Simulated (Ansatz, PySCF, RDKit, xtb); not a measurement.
Complex: CH4 (SMILES C) (first 5 atoms) with CH3F (SMILES CF); geometry from B3LYP-D3(BJ)/def2-TZVP, rigid monomers moved along the line of their centres of mass till H3···F7 is 2.35 Å.
(charge 0, multiplicity 1):
```xyz
10

C      0.02743    -0.00824     0.12951
H     -0.21484    -1.06688     0.21923
H     -0.37782     0.53288     0.98270
H      1.10976     0.11449     0.09976
H     -0.40413     0.38253    -0.79104
C      0.24029    -0.58956     3.50021
F     -0.44657     0.60802     3.33311
H     -0.43767    -1.41585     3.28363
H      1.08532    -0.60837     2.81164
H      0.59107    -0.64966     4.53115
```

Monomers are frozen at their geometry in the pair; levels with a basis set take the counterpoise correction. Rows marked so take none. RDKit's UFF carries no charges.

Correlated levels freeze the cores. Rows in 3-21G, 6-31G* carry no dispersion term and start afresh at each structure (6-31G* with six Cartesian d functions). MP2/6-31G* freezes PySCF's default core.

Programs: Ansatz (an electronic-structure program) with Gaussian orbitals; PySCF for 3-21G rows, 6-31G* rows; RDKit for the force fields; xtb for the GFN methods. 

| level | interaction energy (kcal/mol) |
|---|---|
| MMFF94 | 0.40 |
| UFF | 0.42 |
| GFN2-xTB | -0.36 |
| B3LYP/3-21G (no counterpoise) | -3.50 |
| B3LYP/def2-TZVPPD | 0.81 |
| PBE0/def2-TZVPPD | 0.21 |
| MP2/6-31G* | 0.61 |
| MP2/6-31G* (no counterpoise) | [?] |
| MP2/aug-cc-pVDZ | [?] |

Complete the blanks.


- MP2/6-31G* (no counterpoise), interaction energy (kcal/mol): -1.34
- MP2/aug-cc-pVDZ, interaction energy (kcal/mol): -0.18
